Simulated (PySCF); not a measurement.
**Relaxation of triplet NiH4**

These are results of UPBE0/[Ni def2-TZVP, H def2-TZVP], no relativity, density fitting, PySCF, not measurements. A (50,194) grid was used.

A hand-made see-saw start, of C2v symmetry, held to at least that symmetry:

```xyz
5
charge 0 multiplicity 3, angstrom
Ni    0.0000    0.0000   -0.0325
H     0.0000    1.4146    0.0913
H     0.0000   -1.4146    0.0913
H     1.1190    0.0000    0.8417
H    -1.1190    0.0000    0.8417
```

Optimiser trace:
```tsv
step	E − E(last) (kJ/mol)	largest gradient (Eh/bohr)
0	123.40	0.06998
1	54.87	0.03519
2	16.88	0.01476
3	9.27	0.01483
4	3.83	0.00999
5	0.93	0.00284
6	0.36	0.00345
7	0.14	0.00330
8	0.04	0.00172
9	0.01	0.00052
10	0.00	0.00011
```

It ends at C4v with Ni–H 1.478 Å (×4); H–Ni–H 76.4° (×4), H–Ni–H 122.0° (×2) (after a last refinement on a finer grid). A frequency run shows 3 imaginary modes, down to 612i cm⁻¹, so it is a higher-order saddle point.

Final geometry:
Coordinates in bohr (charge 0 multiplicity 3):
```
Ni    0.0000    0.0000   -0.0853
H     0.0000    2.4431    1.2690
H     0.0000   -2.4431    1.2690
H     2.4431    0.0000    1.2690
H    -2.4431    0.0000    1.2690
```

Open d and f shells are described by one determinant, and the ground state may have another occupation or spin. At this level a singlet minimum of D2d symmetry lies 219 kJ/mol below this structure.

The relaxation took about 30 core-seconds on a shared host.
